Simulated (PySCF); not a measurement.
Ionising Tl₂

UHF-CCSD; basis Tl cc-pVDZ-PP with ECP60; scalar-relativistic core potentials; PySCF 2.14. Neutral (UHF): triplet (σ ↑, π ↑), Re = 3.157 Å, ωe = 83.1 cm⁻¹, De = 0.92 eV.

Tl₂⁺ (UHF): doublet (σ ↑), Re = 3.670 Å, ωe = 50.7 cm⁻¹, De = 1.15 eV to Tl⁺ + Tl. The energies at the minima are -343.18989 hartree for Tl2 and -343.00659 for Tl₂⁺.

Task: Work out the adiabatic ionisation energy, without and with harmonic zero-point energies (1 hartree = 27.2114 eV, 1 eV = 8065.5 cm⁻¹), and the change of the bond length.

Result: At UHF-CCSD: 0.18330 hartree = 4.988 eV between the minima; the zero-point term (50.7 − 83.1)/2 cm⁻¹ = -0.002 eV makes it 4.986 eV. Re changes by +51.3 pm against the neutral. The electron leaves a π orbital, and the longer bond of the ion fits a bonding orbital, or a change in how ionic the bond is.

Correlated steps freeze 8 core orbitals. Correlated levels converge slowly with the basis: in double zeta they bind strong bonds too weakly, by up to about 1 eV, and carry superposition errors of some tenths. Spin–orbit coupling is left out, which matters for elements this heavy, above all for dissociation energies. States were picked by a PBE0 search and need not be the measured ground states.
